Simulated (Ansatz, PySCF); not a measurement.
Ways to break one bond of O[Si](O)(F)F [difluoro(dihydroxy)silane]:

A. O[Si](O)(F)F -> O[Si](O)F + F atom
B. O[Si](O)(F)F [difluoro(dihydroxy)silane] → O[Si](F)F + [OH] (HO)

Quantity: bond dissociation energy (enthalpy at 298 K, with B3LYP-D3(BJ) rigid-rotor harmonic-oscillator terms), kcal/mol. Structures are relaxed separately at B3LYP-D3(BJ)/def2-TZVP in Ansatz (a program for electronic structure), one conformer each, not searched for the lowest. Frequencies are from Ansatz or PySCF. Valence correlation only, unless marked. Open shells are spin-unrestricted. No spin-orbit coupling. No relativistic terms. CBS(X,Y): correlation extrapolated as X^-3; Hartree-Fock from the larger set. [CCSD(T)-MP2]/basis is that difference in the basis named.

|  | r2SCAN/def2-TZVPD (Ansatz) | CAM-B3LYP/def2-TZVPD (Ansatz) | MP2/cc-pV(T+d)Z (Ansatz) | RI-MP2/CBS(cc-pV(T+d)Z,cc-pV(Q+d)Z)+[CCSD(T)-MP2]/cc-pV(T+d)Z (Ansatz) |
|---|---|---|---|---|
| A | 159.4 | 162.1 | 169.6 | 167.3 |
| B | 132.0 | 134.8 | 144.3 | 141.3 |
